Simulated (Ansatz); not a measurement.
Cost and result up the ladder for Li₉F₉ (started as a model of: (LiF)9 cage of four- and six-membered rings) (18 atoms). Total charge 0; singlet. Geometry: PBE-D4/def2-SVP.

```xyz
18

Li    0.272   -0.953    2.279
F     0.027    0.835    2.281
Li   -1.644    0.412    1.645
F    -1.436   -1.374    1.812
Li   -0.659   -2.228    0.422
F     1.063   -1.944    0.995
Li    2.151   -0.976   -0.018
F     2.541    0.696    0.544
Li    1.166    1.664    1.204
F     0.619    2.309   -0.427
Li    1.888    1.203   -1.078
F     1.656   -0.470   -1.713
Li   -0.999    1.884   -1.015
F    -2.201    1.024    0.076
F    -1.165   -1.755   -1.210
Li   -0.014   -0.757   -2.237
F    -1.105    0.678   -2.356
Li   -2.161   -0.250   -1.201
```

Ansatz on 4 threads of Arm Neoverse V1 on a shared host. Times are rough, and most runs start from the orbitals of an earlier one. PBE0-D4/def2-TZVP serves as the yardstick here, not as an exact answer. Differences are given only for rows in sets of like size (and for xTB, whose basis is part of the method), since another set adds its own error. Binding counts from free atoms at the same level (Li doublet, F doublet; other spins of the atoms weren't run), without zero-point energy or a counterpoise term.

B3LYP takes the VWN-RPA correlation. Correlated methods freeze 9 core orbitals; core or outer-core shells of Li are correlated, in sets that lack core-valence functions. The rows differ in basis, and correlated rows in double-zeta sets carry the largest basis error.

Correlated methods converge slowly with the basis, most of all in double-zeta sets.

```json
{"level": "HF/6-31G", "functions": "162", "wall time": "2.4 s"}
{"level": "LDA (SPW92)/def2-TZVP", "functions": "405", "wall time": "4.8 s"}
{"level": "PBE-D4/def2-SVP", "functions": "207", "wall time": "6.5 s"}
{"level": "MP2/def2-SVP", "functions": "207", "wall time": "6.5 s"}
{"level": "B3LYP-D4/6-31G", "functions": "162", "wall time": "7 s"}
{"level": "PBE0-D4/def2-SVP", "functions": "207", "wall time": "8 s"}
{"level": "PBE-D4/def2-TZVP (with forces)", "functions": "405", "wall time": "11 s"}
{"level": "r2SCAN-D4/def2-TZVP", "functions": "405", "wall time": "16 s"}
{"level": "PBE0-D4/def2-TZVP", "functions": "405", "wall time": "18 s"}
{"level": "B97M-V/def2-TZVP (with forces)", "functions": "405", "wall time": "45 s"}
```

Q: Estimate what each level gives for the binding energy per atom (eV).

A: 
| level | binding energy per atom (eV) | difference from PBE0-D4/def2-TZVP (eV) |
| --- | --- | --- |
| HF/6-31G | 3.18 | – |
| LDA (SPW92)/def2-TZVP | 4.51 | 0.57 |
| PBE-D4/def2-SVP | 4.28 | – |
| MP2/def2-SVP | 4.15 | – |
| B3LYP-D4/6-31G | 4.17 | – |
| PBE0-D4/def2-SVP | 4.14 | – |
| PBE-D4/def2-TZVP (with forces) | 4.06 | 0.12 |
| r2SCAN-D4/def2-TZVP | 4.03 | 0.09 |
| PBE0-D4/def2-TZVP | 3.94 | 0.00 |
| B97M-V/def2-TZVP (with forces) | 4.03 | 0.08 |
